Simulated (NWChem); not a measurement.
Molecule: CH3AlClF; SMILES [F][Al]([Cl])[CH3]

All runs: NWChem. The geometry was optimised at PBE0/def2-SVP. Ions are spin-unrestricted doublets at the neutral geometry; other ion states weren't tried.

For level B3LYP/def2-SVP:

* **vertical ionisation energy, ΔSCF (eV)**: 11.14
* **−ε(HOMO) (eV)**: 8.62

Task: What are these values for level PBE/def2-SVP?

Result: 
* **vertical ionisation energy, ΔSCF (eV)**: 10.80
* **−ε(HOMO) (eV)**: 7.52
